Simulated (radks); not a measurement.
The nuclear charge of the rhodium ion Rh+ is varied continuously with 44 electrons held in [Kr] 4d8. All-electron calculation, scalar-relativistic Kohn-Sham, PBE, spin-unpolarised, spherical densities, finite nucleus; Fermi nuclear charge, rms radius 4.4945 fm. Program: a radial shooting solver on a logarithmic mesh with Libxc functionals. By the Hellmann-Feynman theorem dE/dZ = E(electron-nucleus)/Z, the electronic potential at the nucleus (averaged over a nucleus of fixed radius). The scalar-relativistic energy here is not variational (the density holds large components alone), so the two differ by a part that grows with Z.

| Z | E (hartree) | E(electron-nucleus)/Z (hartree) | HOMO | e(HOMO) (eV) | <r> HOMO (bohr) |
|---|---|---|---|---|---|
| 44.6 | -4681.58379 | -253.196 | 4d | -8.956 | 1.637 |
| 44.8 | -4732.51277 | -254.760 | 4d | -11.201 | 1.589 |
| 45 | -4783.75670 | -256.324 | 4d | -13.583 | 1.545 |
| 45.2 | -4835.31538 | -257.886 | 4d | -16.095 | 1.505 |
| 45.4 | -4887.18869 | -259.448 | 4d | -18.730 | 1.468 |
| 45.6 | -4939.37655 | -261.009 | 4d | -21.483 | 1.434 |
| 45.8 | -4991.87893 | -262.570 | 4d | -24.350 | 1.403 |
| 46 | -5044.69581 | -264.132 | 4d | -27.326 | 1.373 |

The central difference of E at Z = 45 is -257.007 hartree, to compare with the third column; the second derivative is -7.87 hartree.
